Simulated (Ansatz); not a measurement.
Cost and result for the atomization energy of CH₆BFSi, SMILES `FBC[SiH3]` (10 atoms, 9 bonds).

```xyz
10

F    -1.181    1.999    0.800
B     0.001    1.449    0.547
C     0.203   -0.067    0.751
Si   -0.096   -1.003   -0.861
H     0.852    2.184    0.125
H     1.234   -0.299    1.035
H    -0.487   -0.485    1.491
H     0.828   -0.518   -1.920
H    -1.495   -0.806   -1.323
H     0.142   -2.454   -0.648
```

Total charge 0; spin multiplicity 1. All single points use the PBE0-D4/def2-TZVP geometry. It is one conformer, not always the lowest. Program: Ansatz. All runs use 2 threads of an Arm Neoverse V1 on a shared host. Times are those of one run each, without the atoms' runs, and a repeat can differ threefold. Electronic energies, without spin–orbit coupling; frozen cores. CCSD(T)/CBS adds CCSD(T) − MP2 in def2-TZVPP to the MP2 limit, and its time is that of the two runs behind it. T1 = 0.012. HSE06 is the plane-wave form, built on full-range PBE exchange.

CCSD(T)/CBS is a level of theory with its own doubt, some kJ/mol a heavy atom from the limit and from the frozen cores, so smaller differences don't rank the functionals.

```tsv
level	functions	wall time
LDA (SPW92)/def2-TZVPP	219	1.6 s
revPBE-D4/def2-TZVPP	219	2.6 s
BLYP-D4/def2-TZVPP	219	2.9 s
PBE0-D4/def2-TZVPP	219	3.6 s
BHLYP-D4/def2-TZVPP	219	3.8 s
CCSD(T)/def2-SVP	90	4.1 s
HSE06-D4/def2-TZVPP	219	4.1 s
B2PLYP/def2-TZVPP	219	6.5 s
B97M-V/def2-TZVPP	219	13 s
ωB97M-V/def2-TZVPP (with forces)	219	16 s
MP2/def2-QZVPP	421	26 s
CCSD(T)/def2-TZVPP	219	110 s
CCSD(T)/CBS(def2)	–	2.3 min
```

(1) What atomization energy does each give, and how far from CCSD(T)/CBS? (Estimate.)

Answers

(1) Computed: 
| level | atomization (kcal/mol) | difference from CCSD(T)/CBS | per bond |
| --- | --- | --- | --- |
| LDA (SPW92)/def2-TZVPP | 968.0 | 104.0 | 11.6 |
| revPBE-D4/def2-TZVPP | 853.2 | -10.8 | -1.2 |
| BLYP-D4/def2-TZVPP | 860.0 | -4.0 | -0.4 |
| PBE0-D4/def2-TZVPP | 862.8 | -1.2 | -0.1 |
| BHLYP-D4/def2-TZVPP | 851.2 | -12.8 | -1.4 |
| CCSD(T)/def2-SVP | 825.2 | -38.8 | -4.3 |
| HSE06-D4/def2-TZVPP | 863.3 | -0.7 | -0.1 |
| B2PLYP/def2-TZVPP | 858.0 | -6.0 | -0.7 |
| B97M-V/def2-TZVPP | 869.3 | 5.3 | 0.6 |
| ωB97M-V/def2-TZVPP (with forces) | 868.2 | 4.2 | 0.5 |
| MP2/def2-QZVPP | 865.9 | 1.9 | 0.2 |
| CCSD(T)/def2-TZVPP | 845.8 | -18.2 | -2.0 |
| CCSD(T)/CBS(def2) | 864.0 | 0.0 | 0.0 |

In def2-TZVPP, CCSD(T) changes the Hartree–Fock value by +171.8 kcal/mol (the triples alone add +8.6 kcal/mol) and MP2 by +181.1 kcal/mol; breaking electron pairs costs correlation energy, which Hartree–Fock lacks. From PBE to PBE0 (25 % exact exchange), in def2-TZVPP and without D4, the atomization energy moves by −7.0 kcal/mol: exact exchange takes away binding that semilocal exchange gives to molecules. Leaving LDA and LC-ωPBE aside and taking each functional with its dispersion term where it has one, the values, not all of them listed here, spread over 20.0 kcal/mol, from BHLYP-D4 to CAM-B3LYP-D4. LDA lies +101.4 kcal/mol from PBE without D4, its usual overbinding.
